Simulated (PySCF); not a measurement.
Electron correlation in Sb (antimony, neutral)

[Kr] 4d10 5s2 5p3, high-spin 4S determinant. Computed with PySCF 2.14 in x2c-TZVPPall with one added diffuse shell each of s, p, d, f type (9s7p5d3f, 76 functions), with the spin-free X2C one-electron Hamiltonian (Gaussian nucleus). Frozen: [Ar] 3d10; 23 electrons correlated.

```tsv
level	correlation energy (mhartree)
CCSD	-382.28
(T)	-8.79
CCSD(T)	-391.07
```

Diagnostics: T1 = 0.0071, D1 = 0.0204, largest double amplitude 0.035.

Cost of the coupled-cluster step: about 50 core-seconds, for 23 correlated electrons.

Iterations:

```
CC2 = 0
CCSD nocc = (np.int64(13), np.int64(10)), nmo = (62, 62)
frozen orbitals [[0, 1, 2, 3, 4, 5, 6, 7, 8, 9, 10, 11, 12, 13], [0, 1, 2, 3, 4, 5, 6, 7, 8, 9, 10, 11, 12, 13]]
max_cycle = 100
direct = 0
conv_tol = 1e-08
conv_tol_normt = 1e-06
diis_space = 8
diis_start_cycle = 0
Init t2, MP2 energy = -0.398390085805824
Init E_corr(UCCSD) = -0.39839008584362
cycle = 1  E_corr(UCCSD) = -0.373148182322482  dE = 0.0252419035  norm(t1,t2) = 0.0567119
cycle = 2  E_corr(UCCSD) = -0.382449105016413  dE = -0.00930092269  norm(t1,t2) = 0.0121124
cycle = 3  E_corr(UCCSD) = -0.381838457217865  dE = 0.000610647799  norm(t1,t2) = 0.00370722
cycle = 4  E_corr(UCCSD) = -0.382285993466668  dE = -0.000447536249  norm(t1,t2) = 0.00118904
cycle = 5  E_corr(UCCSD) = -0.382292526425423  dE = -6.53295876e-06  norm(t1,t2) = 0.00016932
cycle = 6  E_corr(UCCSD) = -0.382281817786682  dE = 1.07086387e-05  norm(t1,t2) = 5.12552e-05
cycle = 7  E_corr(UCCSD) = -0.382282851952923  dE = -1.03416624e-06  norm(t1,t2) = 1.22337e-05
cycle = 8  E_corr(UCCSD) = -0.382283022378359  dE = -1.70425436e-07  norm(t1,t2) = 2.85168e-06
cycle = 9  E_corr(UCCSD) = -0.382282946079029  dE = 7.62993299e-08  norm(t1,t2) = 7.8347e-07
cycle = 10  E_corr(UCCSD) = -0.382282947917448  dE = -1.83841897e-09  norm(t1,t2) = 1.40292e-07
UCCSD converged
E(UCCSD) = -6478.33584749458  E_corr = -0.382282947917448
UCCSD(T) correction = -0.00878873867966308
```

This basis was not built for core-valence correlation, so the inner-shell part is incomplete.
